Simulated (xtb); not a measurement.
In(H)(Me)(vinyl) (C3H7In), SMILES C=[CH][InH][CH3]. All values are semi-empirical tight-binding results from xtb (GFN2-xTB unless named), good for trends rather than for accurate numbers. The structure is a stationary point at GFN2-xTB. The structure was generated by enumeration; whether it is a known compound was not checked. One conformer was computed; it need not be the lowest.

Optimised geometry:

```xyz
11

In    -0.1632     0.1830     0.2586
H     -1.6125    -0.3711     1.0915
C      0.8541     2.0737     0.8844
H      1.0399     2.0619     1.9588
H      0.2321     2.9371     0.6482
H      1.8043     2.1641     0.3566
C      0.4220    -1.2171    -1.3572
C     -0.2223    -2.3663    -1.4703
H      1.2282    -0.9746    -2.0461
H      0.0086    -3.1048    -2.2310
H     -1.0280    -2.6237    -0.7909
```
Charge 0, spin multiplicity 1.

For metal compounds this method's bond lengths and energies can be far off.

**Question.** Estimate the properties. (The exact figures need the calculation; the answer reports its results.)

**Answer.** 
orbital gap: 3.83 eV
zero-point energy: 48.6 kcal/mol
G − E(el) at 298.15 K (modified RRHO): 27.9 kcal/mol

Computed atomic charges and the Wiberg bond orders between heavy atoms:
charges (e) In1 0.13, H2 -0.13, C3 -0.17, H4 0.06, H5 0.06, H6 0.06, C7 -0.10, C8 -0.06, H9 0.05, H10 0.04, H11 0.06. Bond orders In1–C3 0.83, In1–C7 0.76, C7–C8 1.97.
